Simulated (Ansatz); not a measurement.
Two isomers of C3H7BO: A = `B/C=C(\C)O`, B = `BCC1CO1`.

Program: Ansatz. Geometries: PBE0-D4/def2-TZVP. ΔE: electronic, gas phase. CBS: MP2 limit from def2 TZ/QZ plus the TZ coupled-cluster correction, frozen cores. Functionals use def2-TZVPP. B3LYP here is the variant with VWN-RPA as its local correlation; programs differ in this. One conformer a species, not always the lowest.

(1) Which is lower in electronic energy at CCSD(T)/CBS, and by how much? (Best estimate.)

(2) Give E(B) − E(A) in kcal/mol with PBE0-D4, HF/def2-TZVPP, PBE-D4, CCSD/def2-TZVPP, B3LYP, r2SCAN-D4, ωB97M-V. (An estimate is asked.)

Largest T1 diagnostic: 0.013.

Answers

(1) Ansatz gave: A, by 28.3 kcal/mol.

(2) The calculation gave: PBE0-D4 27.9, HF/def2-TZVPP 28.6, PBE-D4 29.4, CCSD/def2-TZVPP 27.0, B3LYP 30.8, r2SCAN-D4 29.9, ωB97M-V 28.0. None reverses the order clearly.

From PBE to PBE0 (25 % exact exchange), in def2-TZVPP and without D4, E(B) − E(A) moves by −1.5 kcal/mol. In def2-TZVPP, CCSD(T) changes the Hartree–Fock value by −0.7 kcal/mol (the triples alone add +0.9 kcal/mol) and MP2 by −1.0 kcal/mol.
